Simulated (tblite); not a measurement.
A geometry optimisation, step by step.

C₅H₆GeN₂O₂.
Bonds: O1–C2 (double), C2–C3, C3–C4 (aromatic), C4–C5 (aromatic), C5–C6, C6–O7 (double), C5–N8 (aromatic), N8–Ge9, N8–N10 (aromatic), C3–N10 (aromatic). Hydrogens: H11 on C2; H12 on C4; H13 on C6; H14, H15, H16 on Ge9.

Computed with GFN2-xTB (tblite), gas phase: L-BFGS steps from a force-field or distance-geometry start until the largest atomic force falls under 0.01 eV/Å. 12 of its 98 geometries are shown.

Step 0: E = -805.5644 eV, largest atomic force 3.705 eV/Å
```
atom  x, y, z in Å  |  force x, y, z in eV/Å
O1     -3.880   -0.718   -0.043    2.160  -1.759   0.006
C2     -2.827   -1.385   -0.022   -2.106   2.338   0.072
C3     -1.542   -0.675   -0.009    0.540  -0.616  -0.099
C4     -1.312    0.693   -0.050   -0.995   1.066   0.093
C5      0.055    0.860   -0.021    0.107   1.852  -0.175
C6      0.786    2.122   -0.051   -1.964   2.910  -0.019
O7      0.233    3.253   -0.086    1.607  -3.338   0.073
N8      0.620   -0.359    0.013   -0.568  -0.695   0.080
Ge9     2.429   -0.814    0.043    0.941  -0.339   0.446
N10    -0.351   -1.265    0.021    1.006  -1.631   0.062
H11    -2.849   -2.476    0.012    0.237  -0.040  -0.032
H12    -2.081    1.441   -0.068    0.150   0.147  -0.031
H13     1.881    2.049   -0.022    0.120  -0.052  -0.058
H14     2.680   -2.048    0.973   -0.409   0.607  -0.615
H15     2.954   -1.049   -1.389   -0.374   0.085   0.522
H16     3.196    0.382    0.688   -0.451  -0.536  -0.323
```

Step 9: E = -806.0010 eV, largest atomic force 0.296 eV/Å
```
atom  x, y, z in Å  |  force x, y, z in eV/Å
O1     -3.831   -0.750   -0.044    0.111  -0.173  -0.003
C2     -2.787   -1.352   -0.017   -0.018  -0.036   0.021
C3     -1.487   -0.689   -0.010   -0.033   0.001  -0.016
C4     -1.322    0.703   -0.043   -0.037  -0.003   0.012
C5      0.043    0.896   -0.022   -0.089   0.048  -0.008
C6      0.765    2.141   -0.052    0.117   0.127   0.008
O7      0.259    3.229   -0.088   -0.004   0.153  -0.014
N8      0.623   -0.337    0.025   -0.021  -0.015   0.021
Ge9     2.411   -0.811    0.070    0.266  -0.108   0.074
N10    -0.293   -1.290    0.029   -0.046  -0.023   0.033
H11    -2.743   -2.454    0.011    0.014  -0.050  -0.005
H12    -2.083    1.447   -0.074   -0.159   0.121  -0.014
H13     1.868    2.015   -0.040    0.129   0.028  -0.038
H14     2.558   -2.029    0.898   -0.200  -0.098   0.039
H15     2.868   -1.043   -1.321   -0.056  -0.011  -0.197
H16     3.145    0.335    0.666    0.027   0.039   0.087
```

Step 18: E = -806.0770 eV, largest atomic force 0.229 eV/Å
```
atom  x, y, z in Å  |  force x, y, z in eV/Å
O1     -3.809   -0.901   -0.046    0.100  -0.002  -0.010
C2     -2.718   -1.409   -0.012    0.048  -0.059   0.032
C3     -1.461   -0.660    0.003   -0.100  -0.014  -0.013
C4     -1.330    0.738   -0.043   -0.067  -0.032   0.018
C5      0.033    0.966   -0.013   -0.047   0.013  -0.025
C6      0.791    2.193   -0.068   -0.002   0.145   0.010
O7      0.340    3.304   -0.094   -0.139   0.181  -0.016
N8      0.640   -0.251    0.054   -0.068  -0.111  -0.013
Ge9     2.396   -0.843    0.081   -0.048   0.039  -0.001
N10    -0.250   -1.225    0.061   -0.125  -0.054   0.022
H11    -2.597   -2.509    0.014    0.103   0.036  -0.001
H12    -2.123    1.451   -0.088   -0.057   0.111  -0.012
H13     1.888    2.032   -0.092    0.187  -0.126  -0.014
H14     2.285   -2.102    0.860    0.048   0.018  -0.023
H15     2.750   -1.042   -1.356    0.065   0.001   0.036
H16     3.157    0.268    0.728    0.101  -0.147   0.009
```

Step 26: E = -806.1050 eV, largest atomic force 0.081 eV/Å
```
atom  x, y, z in Å  |  force x, y, z in eV/Å
O1     -3.805   -0.998   -0.050   -0.024  -0.067   0.002
C2     -2.687   -1.442   -0.004   -0.012   0.037  -0.001
C3     -1.477   -0.627    0.016    0.000  -0.001  -0.005
C4     -1.358    0.774   -0.043    0.015  -0.022  -0.005
C5      0.009    1.008   -0.019    0.007   0.007   0.003
C6      0.790    2.227   -0.081   -0.010   0.037  -0.010
O7      0.367    3.350   -0.102   -0.071   0.028  -0.009
N8      0.620   -0.208    0.061    0.017  -0.002  -0.001
Ge9     2.362   -0.856    0.081    0.010  -0.006   0.016
N10    -0.266   -1.184    0.082    0.015   0.002   0.000
H11    -2.481   -2.531    0.021   -0.009   0.080   0.012
H12    -2.150    1.491   -0.100    0.023  -0.003   0.002
H13     1.888    2.027   -0.119    0.024  -0.070   0.008
H14     2.202   -2.125    0.827    0.002  -0.044  -0.017
H15     2.745   -1.037   -1.349    0.009   0.007  -0.013
H16     3.233    0.141    0.768    0.004   0.017   0.018
```

Step 35: E = -806.1077 eV, largest atomic force 0.058 eV/Å
```
atom  x, y, z in Å  |  force x, y, z in eV/Å
O1     -3.814   -1.014   -0.050    0.032  -0.018   0.002
C2     -2.690   -1.439    0.000    0.032   0.002   0.000
C3     -1.481   -0.620    0.013    0.001  -0.014   0.010
C4     -1.353    0.779   -0.046   -0.032  -0.025  -0.002
C5      0.013    1.009   -0.020   -0.027  -0.002   0.006
C6      0.786    2.232   -0.084   -0.001  -0.013  -0.015
O7      0.354    3.352   -0.115   -0.016  -0.010  -0.004
N8      0.621   -0.210    0.063    0.001   0.004  -0.001
Ge9     2.364   -0.862    0.086   -0.028   0.006  -0.020
N10    -0.271   -1.181    0.082    0.019   0.001   0.002
H11    -2.466   -2.523    0.035   -0.030   0.040   0.008
H12    -2.141    1.501   -0.102   -0.008   0.023  -0.007
H13     1.882    2.027   -0.116    0.057   0.007   0.008
H14     2.201   -2.148    0.803    0.000  -0.012  -0.001
H15     2.753   -1.026   -1.346    0.011   0.017  -0.010
H16     3.232    0.132    0.785   -0.010  -0.007   0.023
```

Step 44: E = -806.1106 eV, largest atomic force 0.070 eV/Å
```
atom  x, y, z in Å  |  force x, y, z in eV/Å
O1     -3.814   -1.023   -0.051    0.021  -0.002   0.004
C2     -2.687   -1.439    0.015    0.013   0.010  -0.001
C3     -1.482   -0.614    0.019   -0.014  -0.023   0.013
C4     -1.348    0.785   -0.051   -0.022  -0.047  -0.014
C5      0.020    1.007   -0.026   -0.026  -0.017   0.002
C6      0.787    2.232   -0.096   -0.034   0.007  -0.012
O7      0.334    3.342   -0.155    0.057   0.041  -0.003
N8      0.622   -0.213    0.066   -0.005  -0.030  -0.008
Ge9     2.360   -0.871    0.080    0.002   0.016  -0.011
N10    -0.274   -1.179    0.090   -0.003  -0.024   0.004
H11    -2.458   -2.522    0.075   -0.015   0.057   0.002
H12    -2.128    1.516   -0.114   -0.001  -0.017   0.003
H13     1.889    2.045   -0.100    0.000   0.003   0.002
H14     2.193   -2.187    0.741   -0.016  -0.010  -0.014
H15     2.780   -0.966   -1.351    0.005   0.023   0.015
H16     3.197    0.095    0.847    0.039   0.014   0.020
```

Step 53: E = -806.1204 eV, largest atomic force 0.131 eV/Å
```
atom  x, y, z in Å  |  force x, y, z in eV/Å
O1     -3.820   -0.976   -0.048    0.100  -0.077   0.036
C2     -2.708   -1.425    0.065    0.048  -0.006  -0.018
C3     -1.482   -0.633    0.042   -0.028   0.056  -0.011
C4     -1.351    0.762   -0.074    0.019   0.029  -0.024
C5      0.016    0.989   -0.068    0.022  -0.005   0.050
C6      0.787    2.213   -0.138   -0.015   0.019   0.019
O7      0.344    3.323   -0.263    0.028  -0.020  -0.005
N8      0.621   -0.228    0.056    0.003  -0.035   0.015
Ge9     2.375   -0.849    0.074    0.018  -0.072   0.035
N10    -0.272   -1.197    0.120   -0.047   0.027  -0.015
H11    -2.509   -2.507    0.187   -0.073   0.027  -0.001
H12    -2.134    1.488   -0.146   -0.013  -0.005  -0.012
H13     1.888    2.031   -0.049   -0.019  -0.046  -0.042
H14     2.184   -2.250    0.537    0.012   0.091  -0.045
H15     2.890   -0.738   -1.327   -0.018   0.029   0.042
H16     3.162    0.004    1.019   -0.036  -0.012  -0.024
```

Step 62: E = -806.1288 eV, largest atomic force 0.078 eV/Å
```
atom  x, y, z in Å  |  force x, y, z in eV/Å
O1     -3.820   -0.990   -0.026   -0.008  -0.002   0.012
C2     -2.708   -1.426    0.116    0.016   0.001  -0.002
C3     -1.486   -0.630    0.053   -0.024   0.004   0.009
C4     -1.353    0.762   -0.100   -0.018  -0.010   0.014
C5      0.014    0.985   -0.081   -0.009  -0.007  -0.023
C6      0.796    2.199   -0.181   -0.004  -0.034   0.000
O7      0.376    3.304   -0.386    0.002   0.049   0.013
N8      0.617   -0.229    0.070    0.003  -0.018  -0.003
Ge9     2.374   -0.837    0.075   -0.043  -0.017   0.024
N10    -0.279   -1.194    0.148   -0.016   0.002   0.001
H11    -2.518   -2.498    0.315    0.019   0.017  -0.022
H12    -2.135    1.486   -0.199   -0.007  -0.005  -0.002
H13     1.888    2.002   -0.040    0.059  -0.021  -0.030
H14     2.154   -2.289    0.256    0.027  -0.029   0.002
H15     2.983   -0.461   -1.232   -0.002   0.029  -0.059
H16     3.090   -0.174    1.201    0.006   0.041   0.066
```

Step 71: E = -806.1355 eV, largest atomic force 0.056 eV/Å
```
atom  x, y, z in Å  |  force x, y, z in eV/Å
O1     -3.836   -0.982    0.004    0.009   0.002   0.003
C2     -2.721   -1.421    0.114   -0.002  -0.023   0.001
C3     -1.497   -0.630    0.050   -0.027  -0.005   0.018
C4     -1.358    0.762   -0.098   -0.012  -0.029  -0.001
C5      0.011    0.977   -0.076   -0.014  -0.005  -0.037
C6      0.815    2.175   -0.187   -0.018   0.000  -0.012
O7      0.420    3.296   -0.350   -0.009   0.002   0.013
N8      0.605   -0.244    0.072    0.008   0.004  -0.012
Ge9     2.373   -0.816    0.086    0.020  -0.007   0.015
N10    -0.295   -1.203    0.146    0.000   0.022   0.009
H11    -2.526   -2.497    0.283   -0.003   0.000  -0.015
H12    -2.147    1.478   -0.207    0.044   0.028   0.020
H13     1.909    1.946   -0.106    0.026  -0.013  -0.005
H14     2.217   -2.281    0.256   -0.014   0.018   0.000
H15     2.964   -0.413   -1.226    0.004   0.006   0.013
H16     3.057   -0.137    1.228   -0.012   0.000  -0.010
```

Step 79: E = -806.1370 eV, largest atomic force 0.020 eV/Å
```
atom  x, y, z in Å  |  force x, y, z in eV/Å
O1     -3.840   -0.985    0.014    0.006  -0.001   0.001
C2     -2.724   -1.425    0.116   -0.002   0.001   0.016
C3     -1.502   -0.629    0.057   -0.010   0.003   0.003
C4     -1.358    0.761   -0.098   -0.004  -0.007  -0.003
C5      0.011    0.972   -0.089   -0.001   0.001   0.010
C6      0.818    2.168   -0.196   -0.004   0.000   0.002
O7      0.427    3.293   -0.338   -0.006  -0.002  -0.001
N8      0.603   -0.248    0.065    0.004  -0.001  -0.008
Ge9     2.373   -0.812    0.090    0.008   0.015   0.010
N10    -0.299   -1.204    0.151   -0.001   0.008  -0.012
H11    -2.527   -2.502    0.271    0.002   0.007  -0.012
H12    -2.135    1.491   -0.201   -0.003  -0.010   0.006
H13     1.912    1.931   -0.128    0.015   0.004  -0.011
H14     2.221   -2.277    0.249   -0.009  -0.008   0.007
H15     2.967   -0.394   -1.215    0.017  -0.001  -0.002
H16     3.044   -0.131    1.240   -0.011  -0.009  -0.005
```

Step 88: E = -806.1379 eV, largest atomic force 0.042 eV/Å
```
atom  x, y, z in Å  |  force x, y, z in eV/Å
O1     -3.841   -0.987    0.032    0.009   0.000   0.008
C2     -2.723   -1.425    0.116    0.005  -0.006  -0.008
C3     -1.502   -0.628    0.057   -0.004   0.002  -0.019
C4     -1.359    0.763   -0.090   -0.002   0.003   0.028
C5      0.011    0.973   -0.088    0.004   0.000   0.005
C6      0.818    2.168   -0.200   -0.008  -0.001  -0.041
O7      0.425    3.295   -0.324   -0.003   0.015   0.010
N8      0.603   -0.248    0.051    0.010  -0.006  -0.017
Ge9     2.373   -0.813    0.093    0.008   0.019   0.017
N10    -0.299   -1.204    0.137    0.003   0.007   0.004
H11    -2.520   -2.505    0.244   -0.010   0.000   0.002
H12    -2.136    1.493   -0.179   -0.005   0.000  -0.003
H13     1.914    1.930   -0.166    0.003  -0.001   0.013
H14     2.207   -2.276    0.265    0.007  -0.005   0.001
H15     2.993   -0.406   -1.203   -0.008  -0.010  -0.002
H16     3.030   -0.121    1.244   -0.010  -0.017   0.001
```

Step 97: E = -806.1385 eV, largest atomic force 0.009 eV/Å
```
atom  x, y, z in Å  |  force x, y, z in eV/Å
O1     -3.838   -0.983    0.051    0.000   0.002   0.005
C2     -2.721   -1.425    0.119    0.002   0.000   0.000
C3     -1.500   -0.629    0.056   -0.003   0.001  -0.008
C4     -1.359    0.764   -0.082   -0.001  -0.002  -0.008
C5      0.011    0.974   -0.093    0.000   0.000   0.001
C6      0.815    2.171   -0.212    0.000  -0.002  -0.007
O7      0.420    3.298   -0.327   -0.002   0.002   0.003
N8      0.605   -0.248    0.034    0.001  -0.001  -0.005
Ge9     2.374   -0.813    0.099    0.001  -0.004   0.000
N10    -0.296   -1.205    0.122   -0.001   0.003   0.008
H11    -2.522   -2.506    0.237    0.003   0.003  -0.001
H12    -2.137    1.494   -0.163   -0.003  -0.003   0.005
H13     1.911    1.933   -0.188    0.006   0.002   0.005
H14     2.208   -2.278    0.252    0.001  -0.002   0.004
H15     3.015   -0.400   -1.186   -0.002   0.005   0.003
H16     3.008   -0.137    1.270   -0.002  -0.003  -0.005
```

Q: Summarise the path.

A: The energy falls by 0.5742 eV from step 0 to step 97; nine tenths of that is first reached at step 19. It falls at every step. The largest force goes from 3.705 to 0.009 eV/Å. Among the bonds Ge9–H14 changes most, from 1.565 to 1.482 Å; the atoms move by 0.389 Å rms after alignment.

What follows is the cost of the whole relaxation. Time: 0.74 s of wall time. Hardware: one thread, Arm Neoverse V1 (aarch64), on a shared host.
